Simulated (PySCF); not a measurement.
PBE on P (phosphorus, neutral), [Ne] 3s2 3p2 3d1, one real determinant (an excited configuration). Computed with PySCF 2.14 in aug-cc-pVQZ-DK, with scalar relativity by spin-free X2C-1e.

```
cycle= 1 E= -341.623077446479  delta_E= -0.0066  |g|= 0.0383  |ddm|= 1.23
cycle= 2 E= -341.623294114328  delta_E= -0.000217  |g|= 0.00875  |ddm|= 0.417
cycle= 3 E= -341.623327856831  delta_E= -3.37e-05  |g|= 0.00199  |ddm|= 0.0778
cycle= 4 E= -341.623330398453  delta_E= -2.54e-06  |g|= 0.000238  |ddm|= 0.014
cycle= 5 E= -341.62333043833  delta_E= -3.99e-08  |g|= 1.44e-05  |ddm|= 0.00217
cycle= 6 E= -341.623330438431  delta_E= -1.01e-10  |g|= 2.55e-06  |ddm|= 0.000133
converged SCF energy = -341.623330438431  <S^2> = 3.7513044  2S+1 = 4.0006521
```

Highest occupied orbital energy: 0.107 eV; ⟨L²⟩ = 7.95; populations by l: s 6.01, p 8.00, d 0.99, f 0.00.

Can this result be used?

Not for this state. Self-consistency was reached. ⟨L²⟩ = 7.95 against 12 for a pure F term, so this real determinant mixes terms. The outer electron is Rydberg-like, and this basis confines it to a smaller radius and binds it less than a complete one would. At PBE the highest occupied level has a positive energy, so only the finite basis holds that electron; for this excited configuration the basis is too tight for the outer shell.
